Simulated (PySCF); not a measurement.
C₃H₁₁NOSi, SMILES CC(C)O[SiH2]N.

Coordinates come from a TPSSh-D3(BJ)/def2-SVP optimisation. The structure was generated by enumeration, and PubChem lists no compound with its InChIKey, so it may never have been made. One conformer was computed; it need not be the lowest.

Two levels are set side by side: PBE/def2-TZVP (PySCF) and PBE0/def2-TZVP (PySCF). Same geometry, gas phase. Differences are taken from unrounded values.

```csv
quantity,PBE
orbital gap (eV),5.84
highest occupied level (eV),-6.02
lowest empty level (eV),-0.17
dipole moment (D),1.95
mean polarisability (bohr³),77.7
```

### Question
These are the PBE values. What does PBE0 give? (The exact figures need the calculation; the answer reports its results.)

### Answer

```json
[
 {"quantity": "orbital gap (eV)", "PBE0": "8.13", "PBE minus PBE0": "-2.28"},
 {"quantity": "highest occupied level (eV)", "PBE0": "-7.47", "PBE minus PBE0": "1.46"},
 {"quantity": "lowest empty level (eV)", "PBE0": "0.66", "PBE minus PBE0": "-0.83"},
 {"quantity": "dipole moment (D)", "PBE0": "1.98", "PBE minus PBE0": "-0.03"},
 {"quantity": "mean polarisability (bohr³)", "PBE0": "74.2", "PBE minus PBE0": "3.4"}
]
```

Without exact exchange PBE keeps part of each electron's self-repulsion, which lifts occupied levels and narrows the gap. PBE's more diffuse valence density responds more strongly to a field. Differences between two approximate levels are no errors against the true value.

Rough cost on one machine, each run with all the roots and properties that it gave: PBE0 against PBE within a factor of 2.
